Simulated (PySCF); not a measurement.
C₅H₁₀BF₂NO.
SMILES: `N(C)(C(CCB(F)F)=O)C`

A linear-response calculation (PySCF, def2-SVPD basis, gas phase, vertical, core orbitals frozen in the response) gave these numbers; the functional is withheld.

Orbital energies (eV): HOMO-3 -11.88, HOMO-2 -11.73, HOMO-1 -9.41, HOMO -8.98, LUMO 1.75, LUMO+1 2.12, LUMO+2 2.23.

```csv
state,E (eV),f,"main configurations (H = HOMO, L = LUMO)"
S1,5.86,0.0003,"H-1→L+3 (48%), H-1→L+1 (45%)"
S2,6.77,0.028,"H→L (53%), H→L+2 (32%)"
S3,7.01,0.271,"H→L+1 (46%), H→L+3 (44%)"
S4,7.38,0.017,"H-1→L (71%), H-1→L+5 (12%), H-1→L+4 (10%)"
S5,7.84,0.011,"H→L+2 (41%), H→L+5 (32%), H→L (19%)"
S6,7.99,0.0026,H→L+4 (79%)
```

Triplets, Tamm–Dancoff:

| state | E (eV) | λ (nm) | main configurations (H = HOMO, L = LUMO) |
| --- | --- | --- | --- |
| T1 | 5.26 | 235.5 | H→L+3 (48%), H→L+1 (41%) |
| T2 | 5.42 | 228.8 | H-1→L+3 (48%), H-1→L+1 (44%) |
| T3 | 6.75 | 183.6 | H→L (52%), H→L+2 (35%) |
| T4 | 7.30 | 169.8 | H-1→L (69%), H-1→L+5 (13%), H-1→L+4 (10%) |

Vertical ionisation energy by ΔSCF with the same functional: 9.13 eV. Mean static polarisability: 85.3 au.

**Question.** Name the functional.
A. wB97X-D
B. PBE0
C. PBE
D. HF

**Answer.** A. wB97X-D is range-separated, 22% exact exchange at short range and 100% at long range (ω = 0.2 bohr⁻¹). In this run −ε(HOMO) = 8.98 eV differs from the ΔSCF value by -0.14 eV, and S1 differs from the orbital gap of 10.74 eV by -4.88 eV. The ratio −ε(HOMO)/IP is 0.98. Small neutral molecules mostly give 0.89 to 0.99 with wB97X-D, 0.5 to 0.7 with PBE, 0.7 to 0.83 with PBE0; Hartree–Fock can't fall below 1, since the ion's relaxation only lowers the ΔSCF value. The other options: PBE, a GGA without exact exchange; HF, time-dependent Hartree–Fock, 100% exact exchange; PBE0, a global hybrid with 25% exact exchange.

Computed with TDDFT wB97X-D/def2-SVPD, vertical, gas phase, core orbitals frozen in the response (PySCF 2.14.0, density-fitted response routines). Isolated species at its PBE0-D3(BJ)/def2-SVP geometry (one conformer only).

On one thread of an Arm Neoverse N1, shared host with 64 logical CPUs at a one-minute load of 43, this took 8.4 min and 1.4 GiB of memory at its peak.

The values belong to the conformer `[CH3:1][N:2]([CH3:3])[C:4](=[O:5])[CH2:6][CH2:7][B:8]([F:9])[F:10]`: C1–N2–C4–O5 1°, N2–C4–C6–C7 176°, C4–C6–C7–B8 170°, C6–C7–B8–F9 168°.
